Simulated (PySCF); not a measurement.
The numbers are results of PBE-D3(BJ)/def2-TZVP // PBE0-D3(BJ)/def2-TZVP (PySCF), not measurements. Isolated molecules, 0 K electronic values unless said otherwise. One relaxed conformer stands for a flexible species; it need not be the lowest. Excitations are Tamm–Dancoff values on a coarser integration grid. The basis has no diffuse functions, so Rydberg states are missing or too high.

Reference species (SMILES): `NC=C` (neutral, multiplicity 1).

- brightest of the four lowest singlets (TDA): 6.94 eV
- HOMO: -4.84 eV
- HOMO–LUMO gap: 4.88 eV

Changed species: `C=NC`.

Predict the effect on the brightest of the four lowest singlets (TDA), HOMO and HOMO–LUMO gap.

the brightest of the four lowest singlets (TDA) goes up by 0.65 eV, to 7.59 eV; the HOMO drops by 1.02 eV, to -5.86 eV; the HOMO–LUMO gap falls by 0.43 eV, to 4.45 eV.
